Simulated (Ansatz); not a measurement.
Stepwise reaction of `[Cl][GaH][Cl]` with water, as a gas-phase model of exchange steps in deposition or etching. ΔE in kJ/mol; ΔG adds harmonic PBE0-D4 terms to CCSD(T)/CBS, at 1 bar.

Program: Ansatz. Geometries: PBE0-D4/def2-TZVP. ΔE: electronic, gas phase. CCSD(T)/CBS adds triple-zeta CCSD(T) − MP2 to the extrapolated MP2 energy (def2 sets, frozen cores). This one scheme is used for every species. Functionals use def2-TZVPP. B3LYP here is the variant with VWN-RPA as its local correlation; programs differ in this. For Ga outer-core shells are correlated without core-valence functions, which leaves a few kJ/mol of doubt a bond. Scalar relativity is left out up to krypton. Each species was taken in one conformer, which may not be the lowest.

```csv
step,reaction,PBE-D4,B3LYP-D4,ωB97M-V,CCSD(T)/CBS,ΔG(500 K)
1,`[Cl][GaH][Cl]` + H₂O → `[OH][GaH][Cl]` + HCl,51.9,52.9,53.9,53.6,48.1
2,`[OH][GaH][Cl]` + H₂O → `[OH][GaH][OH]` + HCl,63.1,63.1,64.3,63.1,59.6
```

Problem. By hand: ΔE of the 2 steps together at CCSD(T)/CBS.

Solution. (53.6) + (63.1) = 116.7 kJ/mol, or 58.4 kJ/mol a step.

In ΔE each step is higher than the one before. All are uphill at CCSD(T)/CBS. ΔG lies between 48.1 and 59.6 kJ/mol a step. PBE-D4 differs from CCSD(T)/CBS by -1.7 to 0.0 kJ/mol a step. Isolated molecules leave out the surface, adducts and barriers. Largest T1 diagnostic: 0.015.
